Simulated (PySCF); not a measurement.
An unknown gives this computed stick spectrum. The calculation used PySCF, TDDFT CAM-B3LYP/def2-SVPD, vertical, gas phase, core orbitals frozen in the response. Geometries: GFN2-xTB, one conformer each.

```tsv
state	E (eV)	f	main configurations (H = HOMO, L = LUMO)
S1	4.27	0.0002	H→L (75%), H-1→L (22%)
S2	6.18	0.0072	H-1→L (76%), H→L (22%)
S3	7.75	0.0067	H→L+1 (44%), H→L+2 (21%), H-2→L (16%)
S4	7.77	0.0009	H-2→L (74%), H→L+1 (10%)
S5	7.88	0.017	H-1→L+1 (57%), H→L+2 (19%)
S6	8.26	0.012	H→L+2 (28%), H→L+3 (25%), H-1→L+2 (22%)
S7	8.34	0.022	H-3→L (79%)
S8	8.49	0.016	H→L+4 (48%), H→L+3 (18%)
```

Orbital energies (eV): HOMO-3 -11.66, HOMO-2 -11.21, HOMO-1 -9.68, HOMO -9.38, LUMO -0.14, LUMO+1 1.34, LUMO+2 1.76.

Task: Which structure fits? All have the formula C4H7FO2.
A. `C[C@@H]1OC[C@@H](F)O1`
B. `CO[C@@H]1C[C@@H](F)O1`
C. `CO[C@@H](C=O)CF`

Result: C. Its S1, at 4.27 eV, is the lowest among the candidates; the nearest of the others has S1 at 7.82 eV. S1 is HOMO→LUMO (75%), HOMO-1→LUMO (22%). Löwdin shares by element: HOMO oxygen 55%, carbon 23% or more (atoms not listed hold the other 23%); LUMO carbon 50% or more, oxygen 34% or more, hydrogen 6% or more. At the same level the other candidates give, for their lowest levels:
- `CO[C@@H]1C[C@@H](F)O1`: 8.03 eV (f 0.019); 8.44 eV (f 0.022); 8.56 eV (f 0.003); 8.67 eV (f 0.006); 8.82 eV (f 0.010); T1 7.83 eV; HOMO -9.75, LUMO 1.39 eV
- `C[C@@H]1OC[C@@H](F)O1`: 7.82 eV (f 0.012); 8.50 eV (f 0.006); 8.66 eV (f 0.030); 8.77 eV (f 0.078); 9.01 eV (f 0.023); T1 7.62 eV; HOMO -9.56, LUMO 1.34 eV

The values belong to the conformer `[CH3:1][O:2][C@@H:3]([CH:4]=[O:5])[CH2:6][F:7]`: C1–O2–C3–C4 165°, O2–C3–C4–O5 161°, O2–C3–C6–F7 87°.
Triplets come from the Tamm–Dancoff approximation.

Without π bonds the low states are Rydberg-like; a valence basis with one diffuse set may place them up to an eV too high.
